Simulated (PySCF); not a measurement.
**LiBe⁺, PBE0: how much the basis matters**

PySCF, UKS reference; singlet, unpaired electrons none; De to Li⁺ + Be without counterpoise correction.

```
      basis     relativity  functions  Re (Å)  ωe (cm⁻¹)  De (eV)  μ (D)
  def2-SVPD  no relativity         24   2.625        322     0.68  -3.13
aug-pcseg-1  no relativity         26   2.596        327     0.67  -3.10
aug-cc-pVDZ  no relativity         46   2.604        327     0.69  -3.19
```

Q: How does each smaller set differ from the one with most functions, aug-cc-pVDZ?

A: def2-SVPD: +2.1 pm, -1.5 % in ωe, -0.01 eV in De; aug-pcseg-1: -0.8 pm, +0.0 % in ωe, -0.02 eV in De. All at PBE0; the set with most functions is neither the basis-set limit nor always the best.

A positive dipole points towards Be; it is taken about the centre of mass and depends on that origin. Closed-shell solutions of metal pairs were not tested for spin polarisation, which can lower them a little. For an ion De counts to the pair picked by the measured ionisation energies or electron affinities, which need not be the lowest pair at this level.
